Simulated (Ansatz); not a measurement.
`C=C[SiH3]` and `C=C[SiH2]O[SiH3]` differ in one atom or group.

Ansatz, PBE0-D4/def2-TZVP geometries, multiplicity 1. Each molecule was computed in one conformer, which needn't be the lowest.

```tsv
property	`C=C[SiH3]`
size of the dipole moment (PBE/def2-TZVPP) / D	0.75
HOMO–LUMO gap (ωB97M-V/def2-TZVPP) / eV	11.89
HOMO energy (ωB97M-V/def2-TZVPP) / eV	-10.25
LUMO energy (ωB97M-V/def2-TZVPP) / eV	1.64
zero-point energy (PBE0-D4/def2-TZVP) / kJ/mol	175.4
HOMO–LUMO gap (B3LYP/def2-TZVPP) / eV	7.08
```

Q: What does the change do to each property? (An estimate is asked.)

A: Ansatz gave: 
```json
{"property": "size of the dipole moment (PBE/def2-TZVPP) / D", "`C=C[SiH2]O[SiH3]`": "0.74", "shift": "-0.01"}
{"property": "HOMO–LUMO gap (ωB97M-V/def2-TZVPP) / eV", "`C=C[SiH2]O[SiH3]`": "11.85", "shift": "-0.04"}
{"property": "HOMO energy (ωB97M-V/def2-TZVPP) / eV", "`C=C[SiH2]O[SiH3]`": "-10.25", "shift": "0.00"}
{"property": "LUMO energy (ωB97M-V/def2-TZVPP) / eV", "`C=C[SiH2]O[SiH3]`": "1.61", "shift": "-0.03"}
{"property": "zero-point energy (PBE0-D4/def2-TZVP) / kJ/mol", "`C=C[SiH2]O[SiH3]`": "235.7", "shift": "60.3"}
{"property": "HOMO–LUMO gap (B3LYP/def2-TZVPP) / eV", "`C=C[SiH2]O[SiH3]`": "7.06", "shift": "-0.02"}
```

The zero-point energy changes by 60.3 kJ/mol with +12 modes. Dipoles are sizes alone; their direction can turn.

B3LYP here is the variant with VWN-RPA as its local correlation; programs differ in this.
